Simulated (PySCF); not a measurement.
Molfile (atoms numbered from 1):
```
C5H9NOSi
     RDKit          3D

 17 16  0  0  0  0  0  0  0  0999 V2000
    3.6364    0.9848    0.3404 C   0  0  0  0  0  0  0  0  0  0  0  0
    2.6196    0.4142    0.0582 C   0  0  0  0  0  0  0  0  0  0  0  0
    1.3999   -0.2241   -0.3932 C   0  0  0  0  0  0  0  0  0  0  0  0
    1.0652   -0.2509   -1.5586 O   0  0  0  0  0  0  0  0  0  0  0  0
    0.6996   -0.7958    0.6159 N   0  0  0  0  0  0  0  0  0  0  0  0
   -0.5995   -1.3880    0.3993 C   0  0  0  0  0  0  0  0  0  0  0  0
   -1.7339   -0.4723    0.8534 C   0  0  0  0  0  0  0  0  0  0  0  0
   -1.7290    1.2200   -0.0337 Si  0  0  0  0  0  4  0  0  0  0  0  0
    4.5265    1.4741    0.6086 H   0  0  0  0  0  0  0  0  0  0  0  0
    0.9975   -0.6458    1.5673 H   0  0  0  0  0  0  0  0  0  0  0  0
   -0.6779   -1.5787   -0.6733 H   0  0  0  0  0  0  0  0  0  0  0  0
   -0.6397   -2.3462    0.9307 H   0  0  0  0  0  0  0  0  0  0  0  0
   -2.6781   -0.9852    0.6672 H   0  0  0  0  0  0  0  0  0  0  0  0
   -1.6660   -0.3312    1.9350 H   0  0  0  0  0  0  0  0  0  0  0  0
   -0.5368    1.9732    0.3677 H   0  0  0  0  0  0  0  0  0  0  0  0
   -2.9154    1.9444    0.4308 H   0  0  0  0  0  0  0  0  0  0  0  0
   -1.7757    1.0192   -1.4764 H   0  0  0  0  0  0  0  0  0  0  0  0
  1  2  3  0
  2  3  1  0
  3  4  2  0
  3  5  1  0
  5  6  1  0
  6  7  1  0
  7  8  1  0
  1  9  1  0
  5 10  1  0
  6 11  1  0
  6 12  1  0
  7 13  1  0
  7 14  1  0
  8 15  1  0
  8 16  1  0
  8 17  1  0
M  END
```

Geometry: GFN2-xTB; GIAO shifts from PySCF 2.14, gas phase, non-relativistic, averaged over equivalent atoms.

At PBE0/pcSseg-1 (188 basis functions, 65 s wall time on 1 thread of an Intel Xeon, shared host):
| atoms | δ (ppm) |
| --- | --- |
| C3 | 155.0 |
| C2 | 82.2 |
| C1 | 80.4 |
| C6 | 38.2 |
| C7 | 15.6 |
| O4 | 422.4 |
| N5 | 150.5 |
| Si8 | -74.3 |
| H10 | 5.09 |
| H15/H16/H17 | 3.82 |
| H11/H12 | 3.77 |
| H9 | 2.15 |
| H13/H14 | 0.89 |

Chemical shifts δ = σref − σ; TMS for 13C (σref 186.93) and 29Si (σref 349.16) and 1H (σref 31.72); 17O (σref 336.08) against H2O; 15N (σref 267.73) vs NH3, all at this level.

Estimate the result of repeating the calculation with B3LYP/def2-SVPD.

Results:


```json
{"atoms": "C3", "δ at B3LYP/def2-SVPD": "146.0", "change": "-9.0"}
{"atoms": "C2", "δ at B3LYP/def2-SVPD": "72.6", "change": "-9.6"}
{"atoms": "C1", "δ at B3LYP/def2-SVPD": "67.3", "change": "-13.1"}
{"atoms": "C6", "δ at B3LYP/def2-SVPD": "36.3", "change": "-1.9"}
{"atoms": "C7", "δ at B3LYP/def2-SVPD": "15.3", "change": "-0.3"}
{"atoms": "O4", "δ at B3LYP/def2-SVPD": "381.9", "change": "-40.5"}
{"atoms": "N5", "δ at B3LYP/def2-SVPD": "137.8", "change": "-12.7"}
{"atoms": "Si8", "δ at B3LYP/def2-SVPD": "-89.7", "change": "-15.4"}
{"atoms": "H10", "δ at B3LYP/def2-SVPD": "5.42", "change": "+0.33"}
{"atoms": "H15/H16/H17", "δ at B3LYP/def2-SVPD": "3.91", "change": "+0.09"}
{"atoms": "H11/H12", "δ at B3LYP/def2-SVPD": "3.87", "change": "+0.10"}
{"atoms": "H9", "δ at B3LYP/def2-SVPD": "2.02", "change": "-0.13"}
{"atoms": "H13/H14", "δ at B3LYP/def2-SVPD": "0.93", "change": "+0.04"}
```

Scale: 13C (190.27 ppm), 29Si (379.11 ppm), 1H (31.99 ppm) against TMS; 17O (336.58 ppm) vs H2O; NH3 for 15N (266.60 ppm) (reference shieldings calculated alike).

The largest change is at O4 (amide-type carbonyl oxygen). Cost: 239 basis functions, 73 s wall time on 1 thread of an Intel Xeon, shared host. The order of the carbon signals is the same at both levels.

Hydrogen bonding in solution deshields acid and N–H amide carbonyl carbons by as much as 10 ppm beyond these values. Unscaled 17O shifts of doubly bonded oxygen tend to come out too high, by tens of ppm or more. Experimental scales use liquid or dissolved standards, which lie at an offset from isolated NH3 (liquid NH3: subtract about 20 ppm) and H2O (liquid H2O: subtract about 36 ppm). Unscaled 15N shifts of sp2 nitrogen come out 20 to 40 ppm too high even then.
